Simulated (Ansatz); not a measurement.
Basis sets compared for Be₄Se₃⁺. Total charge 1; doublet. Geometry B3LYP-D4/def2-SVP. Ansatz on 4 threads of Arm Neoverse V1 on a shared host; times are rough, and most runs start from earlier orbitals.

```xyz
7

Be    0.133    3.591    0.070
Be   -2.629   -2.419   -0.193
Be   -0.023   -1.565    0.253
Be    1.149    1.016    0.352
Se   -0.918   -2.711   -1.193
Se    0.824   -0.447    1.702
Se    1.464    2.534   -0.991
```

At PBE-D4/def2-SVP, PBE-D4/def2-TZVP the gap within one spin of the charge 1 doublet nearly closes, so an electron or hole may be smeared out by delocalisation error. Another isomer (doublet) lies 3.34 eV lower at PBE0-D4/def2-TZVP; other spin states weren't run for this one.

```csv
level,functions,energy (Eh),HOMO (eV),LUMO (eV),wall time
HF/STO-3G,74,-7178.4933,-9.83,-5.50,2.2 s
PBE-D4/def2-SVP,132,-7261.3872,-9.22,-9.20,3.1 s
PBE0-D4/def2-SVP,132,-7261.6268,-9.60,-9.05,6 s
```

(1) Estimate the rows for HF/def2-TZVP, PBE-D4/def2-TZVP (with forces), PBE0-D4/def2-TZVP.

## Answers

(1) 
| level | functions | energy (Eh) | HOMO (eV) | LUMO (eV) | wall time |
| --- | --- | --- | --- | --- | --- |
| HF/def2-TZVP | 220 | -7257.9911 | -10.92 | -7.01 | 11 s |
| PBE-D4/def2-TZVP (with forces) | 220 | -7262.3324 | -9.19 | -9.17 | 7 s |
| PBE0-D4/def2-TZVP | 220 | -7262.5742 | -9.55 | -9.01 | 14 s |
